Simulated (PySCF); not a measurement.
PySCF input (M06-2X/def2-TZVPD):

```python
from pyscf import gto, scf, dft

mol = gto.M(
    atom='''
    Ca   -0.28121009   -0.09863860   -0.75686038
    O    -0.33280527   -0.05175931    1.22314709
    O     1.03583051    0.29835580    0.66900385
    ''',
    basis='def2-tzvpd',
    charge=-1,
    spin=1,
    verbose=4,
)

mf = dft.UKS(mol, xc='m062x').density_fit(auxbasis='def2-universal-jkfit')
mf.grids.level = 4
mf.conv_tol = 1e-9
mf.max_cycle = 100
mf.max_memory = 1500
mf.kernel()
if not mf.converged:
    mf = mf.newton()
    mf.kernel(mf.make_rdm1())
for _ in range(2):
    mo, _, stable, _ = mf.stability(return_status=True)
    if stable:
        break
    mf.kernel(mf.make_rdm1(mo, mf.mo_occ))
mf.analyze()
```

End of the output:

```
Extra cycle  E= -827.993450663178  delta_E= -5.53e-11  |g|= 4.51e-06  |ddm|= 5.26e-05
converged SCF energy = -827.993450663178  <S^2> = 0.75237515  2S+1 = 2.0023737
uhf_internal: lowest eigs of H = [0.02186938 0.02765643 0.12427012]
<class 'pyscf.df.df_jk.DFUKS'> wavefunction is stable in the internal stability analysis
**** SCF Summaries ****
Total Energy =                        -827.993450663177896
Nuclear Repulsion Energy =             107.788099214750815
One-electron Energy =                -1359.480563471017604
Two-electron Energy =                  423.699013593088921
Two-electron Coulomb Energy =          477.141108038023901
DFT Exchange-Correlation Energy =      -53.442094444934966
HOMO-LUMO gap [eV] =                     0.018434985158650
**** MO energy ****
                             alpha | beta                alpha | beta
MO #1   energy= -146.484316265205  | -146.483405347908  occ= 1 | 1
MO #2   energy= -19.3900648444587  | -19.3892968091804  occ= 1 | 1
MO #3   energy= -19.3899452038604  | -19.3891789626439  occ= 1 | 1
MO #4   energy= -15.5862714303064  | -15.5854031932297  occ= 1 | 1
MO #5   energy= -12.6937692514544  | -12.6933311299082  occ= 1 | 1
MO #6   energy= -12.6927183828676  | -12.6922901020694  occ= 1 | 1
MO #7   energy= -12.6925528516893  | -12.6912999464382  occ= 1 | 1
MO #8   energy= -1.69126996780449  | -1.68915141975503  occ= 1 | 1
MO #9   energy= -0.987131372612723 | -0.984757600882212 occ= 1 | 1
MO #10  energy= -0.929482820953058 | -0.929680078814891 occ= 1 | 1
MO #11  energy= -0.928412193194201 | -0.928797948748267 occ= 1 | 1
MO #12  energy= -0.829363090067595 | -0.826713776832406 occ= 1 | 1
MO #13  energy= -0.653413003223548 | -0.650237373691354 occ= 1 | 1
MO #14  energy= -0.221691490223835 | -0.219748404747895 occ= 1 | 1
MO #15  energy= -0.210677642930823 | -0.20801180172192  occ= 1 | 1
MO #16  energy= -0.201553571752071 | -0.196122306007921 occ= 1 | 1
MO #17  energy= -0.095681779141578 | -0.0920533347255385 occ= 1 | 1
MO #18  energy= -0.0665446466580943 | -0.0634930205796746 occ= 1 | 1
MO #19  energy= -0.00418016448463732 | -0.00350269127011232 occ= 1 | 0
MO #20  energy= 0.118324710748014  | 0.0246778718776645 occ= 0 | 0
MO #21  energy= 0.120193361134076  | 0.0450142109692187 occ= 0 | 0
MO #22  energy= 0.151073529721361  | 0.077992802823528  occ= 0 | 0
MO #23  energy= 0.186474660285783  | 0.112942640182574  occ= 0 | 0
MO #24  energy= 0.200611871203777  | 0.168100032682693  occ= 0 | 0
MO #25  energy= 0.214312551665263  | 0.168106595004185  occ= 0 | 0
MO #26  energy= 0.224761128064658  | 0.170167687169434  occ= 0 | 0
MO #27  energy= 0.22943230546588   | 0.191764415315318  occ= 0 | 0
MO #28  energy= 0.23057273046681   | 0.233425530003202  occ= 0 | 0
MO #29  energy= 0.242992948908133  | 0.245416790936929  occ= 0 | 0
MO #30  energy= 0.277973683898552  | 0.261630555751667  occ= 0 | 0
MO #31  energy= 0.279218701528539  | 0.263207700990368  occ= 0 | 0
MO #32  energy= 0.288811167365571  | 0.264672874948352  occ= 0 | 0
MO #33  energy= 0.291106026595947  | 0.268532808329997  occ= 0 | 0
MO #34  energy= 0.297282446582026  | 0.273092287392007  occ= 0 | 0
MO #35  energy= 0.308017795644712  | 0.281115262853109  occ= 0 | 0
MO #36  energy= 0.347066252302676  | 0.339406590108004  occ= 0 | 0
MO #37  energy= 0.39238115294897   | 0.343888692466615  occ= 0 | 0
MO #38  energy= 0.399364841929004  | 0.354021389233361  occ= 0 | 0
MO #39  energy= 0.411337923504913  | 0.387724238361927  occ= 0 | 0
MO #40  energy= 0.434181927580959  | 0.395313231697823  occ= 0 | 0
MO #41  energy= 0.435094168734114  | 0.400800175311283  occ= 0 | 0
MO #42  energy= 0.438549933359367  | 0.404653196798313  occ= 0 | 0
MO #43  energy= 0.447150299889837  | 0.433180624264481  occ= 0 | 0
MO #44  energy= 0.51475729082271   | 0.505349255254735  occ= 0 | 0
MO #45  energy= 0.55665722934034   | 0.544054987419831  occ= 0 | 0
MO #46  energy= 0.661336279205779  | 0.652768331541182  occ= 0 | 0
MO #47  energy= 0.668524914106781  | 0.660249996427205  occ= 0 | 0
MO #48  energy= 0.674932506022149  | 0.663299629911131  occ= 0 | 0
MO #49  energy= 0.691073203454342  | 0.684318560868653  occ= 0 | 0
MO #50  energy= 0.704545074979769  | 0.694928601370696  occ= 0 | 0
MO #51  energy= 0.724162265324805  | 0.715251496106249  occ= 0 | 0
MO #52  energy= 0.740163681752397  | 0.724611156650975  occ= 0 | 0
MO #53  energy= 0.752061938675806  | 0.742000554008905  occ= 0 | 0
MO #54  energy= 0.757582472333693  | 0.75096205580393   occ= 0 | 0
MO #55  energy= 0.832514804906886  | 0.81441969115486   occ= 0 | 0
MO #56  energy= 0.902692898981101  | 0.883959965732046  occ= 0 | 0
MO #57  energy= 1.04442987128229   | 1.03255326941355   occ= 0 | 0
MO #58  energy= 1.0482726829943    | 1.03579682700831   occ= 0 | 0
MO #59  energy= 1.08982089663033   | 1.08779957868249   occ= 0 | 0
MO #60  energy= 1.10351894792855   | 1.09156821024591   occ= 0 | 0
MO #61  energy= 1.12153221697866   | 1.11363237422517   occ= 0 | 0
MO #62  energy= 1.15194294917104   | 1.13639174349752   occ= 0 | 0
MO #63  energy= 1.182167023132     | 1.17828275636021   occ= 0 | 0
MO #64  energy= 1.23769323345725   | 1.22176653838969   occ= 0 | 0
MO #65  energy= 1.35973107174789   | 1.35366305263086   occ= 0 | 0
MO #66  energy= 1.47577777195281   | 1.47108218331751   occ= 0 | 0
MO #67  energy= 1.66641810235811   | 1.66382943465413   occ= 0 | 0
MO #68  energy= 1.68053453895902   | 1.67890456246809   occ= 0 | 0
MO #69  energy= 1.69744343279886   | 1.69796302421765   occ= 0 | 0
MO #70  energy= 1.71530108367293   | 1.71374963317353   occ= 0 | 0
MO #71  energy= 1.77563471590125   | 1.77606370223892   occ= 0 | 0
MO #72  energy= 1.7935218660251    | 1.7914345822009    occ= 0 | 0
MO #73  energy= 1.86555710729817   | 1.86542179750452   occ= 0 | 0
MO #74  energy= 1.8934178840794    | 1.89231190045846   occ= 0 | 0
MO #75  energy= 2.05098079583343   | 2.05012606433771   occ= 0 | 0
MO #76  energy= 2.0828279301212    | 2.0831713107187    occ= 0 | 0
MO #77  energy= 2.09168800768765   | 2.09094893245144   occ= 0 | 0
MO #78  energy= 2.19409240009394   | 2.19510434771882   occ= 0 | 0
MO #79  energy= 2.33144367807592   | 2.33144670748644   occ= 0 | 0
MO #80  energy= 2.42640193509979   | 2.42527807496982   occ= 0 | 0
MO #81  energy= 2.5772494143204    | 2.57522418871409   occ= 0 | 0
MO #82  energy= 2.68982557976862   | 2.68898940276602   occ= 0 | 0
MO #83  energy= 2.95928202189437   | 2.9577910799117    occ= 0 | 0
MO #84  energy= 3.03690002737794   | 3.03721726858017   occ= 0 | 0
MO #85  energy= 3.20669606218612   | 3.20806449238163   occ= 0 | 0
MO #86  energy= 3.21825143062735   | 3.21836537595626   occ= 0 | 0
MO #87  energy= 3.25004625907327   | 3.25067896180719   occ= 0 | 0
MO #88  energy= 3.34672685812455   | 3.34432283487548   occ= 0 | 0
MO #89  energy= 3.48159114167397   | 3.48243141484015   occ= 0 | 0
MO #90  energy= 4.23730589556875   | 4.23737380785071   occ= 0 | 0
MO #91  energy= 5.06941115175507   | 5.06988691295655   occ= 0 | 0
MO #92  energy= 5.07388291049284   | 5.07391785445675   occ= 0 | 0
MO #93  energy= 5.23712714193966   | 5.23752429555457   occ= 0 | 0
MO #94  energy= 5.2513323506532    | 5.25152470957189   occ= 0 | 0
MO #95  energy= 5.30590979460483   | 5.30632445270128   occ= 0 | 0
MO #96  energy= 5.45464822248393   | 5.45471873307766   occ= 0 | 0
MO #97  energy= 5.45681514286475   | 5.4568406597538    occ= 0 | 0
MO #98  energy= 5.50001855214737   | 5.50018746232647   occ= 0 | 0
MO #99  energy= 5.54468906939491   | 5.54437130189934   occ= 0 | 0
MO #100 energy= 5.60836928093382   | 5.6086092010703    occ= 0 | 0
MO #101 energy= 5.61397842374148   | 5.61420046613462   occ= 0 | 0
MO #102 energy= 6.01645151469242   | 6.01676991078963   occ= 0 | 0
MO #103 energy= 6.01692283914253   | 6.01715165389167   occ= 0 | 0
MO #104 energy= 6.48194063805584   | 6.483324181874     occ= 0 | 0
[...]
```

This state (charge -1, doublet) is run at the relaxed geometry of the species with charge 0 and multiplicity 1.
